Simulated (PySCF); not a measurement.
# Structure elucidation problem

Molecular formula: C2H6F4Si2. Simulated spectra:

¹H NMR (400 MHz, computed): δ 4.20 (m, 6H).

¹³C{¹H} NMR (computed): δ 136.4 (C), 91.1 (C).

Computed data (PySCF 2.14.0 with density-fitted response routines): geometry: GFN2-xTB, GIAO PBE0/pcSseg-1 shieldings. No relativistic terms, rapidly exchanging positions averaged, no solvent, one computed conformer.

References, each an isolated molecule treated in the same way: TMS for ¹H and ¹³C.

Task: What is the structure?

Result: 
- Rings plus π bonds: 0.
- 2 carbon signals for 2 carbons: no two carbons are equivalent.
- Carbon types of the structure: 2 × C, leaving 6 H on heteroatoms.
- δC 136.4: CF3 carbon; 3 electronegative neighbours deshield it.
- δC 91.1: fully substituted sp3 carbon bonded to F and 2 Si; deshielded by the electronegative neighbour.
- δH 4.20: hydrogen on a silicon bonded to C.

These data were computed for SMILES FC(F)(F)C(F)([SiH3])[SiH3].

This is the structure that produced the data.

Splittings by ¹⁹F in the carbon and heteronuclear signals aren't shown, as no couplings were computed. Shifts are as computed. Against solution values, carbons near 30 ppm lie about +3 ppm off and those near 130 ppm about +5 ppm. Of 1211 compounds with measured shifts, 218 miss one by over three times the rms of a fit or turn the order of signals round; such compounds aren't used in these exercises.
